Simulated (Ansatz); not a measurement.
A ladder of methods for GeH2F (SMILES [F][GeH2])

The species is GeH2F (4 atoms), meant as a doublet with charge 0. As SMILES, `[F][GeH2]`. The coordinates come from a PBE0-D4/def2-TZVP relaxation.

```xyz
4

F     0.1382   -0.5854    1.4420
Ge    0.3057   -0.2232   -0.2571
H    -1.0788   -0.5278   -0.8820
H     0.6904    1.2760   -0.3231
```

Quantity: the energy change with the F1–Ge2 bond stretched from 1.745 to 2.182 Å, in eV. The values are calculated.

```csv
level,kind,program,value (eV),less FCI/STO-3G,CPU time (all runs)
USVWN5/STO-3G,LDA,Ansatz,1.73,+0.36,2.9 s
U-revPBE/STO-3G,GGA,Ansatz,1.44,+0.07,4.9 s
U-r2SCAN/STO-3G,meta-GGA,Ansatz,1.69,+0.32,13 s
UPBE0/STO-3G,global hybrid,Ansatz,1.78,+0.41,4.5 s
U-wB97M-V/STO-3G,range-separated hybrid,Ansatz,1.91,+0.54,57 s
UHSE06/STO-3G,range-separated hybrid,Ansatz,1.77,+0.40,5.1 s
UB2PLYP/STO-3G,double hybrid,Ansatz,1.83,+0.46,5.7 s
UCCSD(T)/STO-3G,coupled cluster or CI,Ansatz,1.40,+0.03,1.3 s
UCCSDT/STO-3G,coupled cluster or CI,Ansatz,1.37,0.00,3.5 s
FCI/STO-3G,exact in the basis,Ansatz,1.37,0.00,9.2 s
```

FCI/STO-3G is exact within its basis and frozen core, so for wave-function methods in that basis the difference is their error; functionals converge differently with the basis, so for them it is only a difference. All-electron rows without a relativistic Hamiltonian named are non-relativistic. The first shape isn't each level's own minimum. The values span 1.37 to 1.91 eV. Spin contamination of the reference (⟨S²⟩ at least 0.1 too high) touches UCCSD(T)/STO-3G, UCCSDT/STO-3G. All rows use very small basis sets, so none should be taken for the real molecule's value. In the correlated wave-function rows the outer d shell of Ge is correlated, in sets not made for it. Times are those of the runs behind each value, whatever else they computed, on shared processors of several kinds: orders of magnitude only.
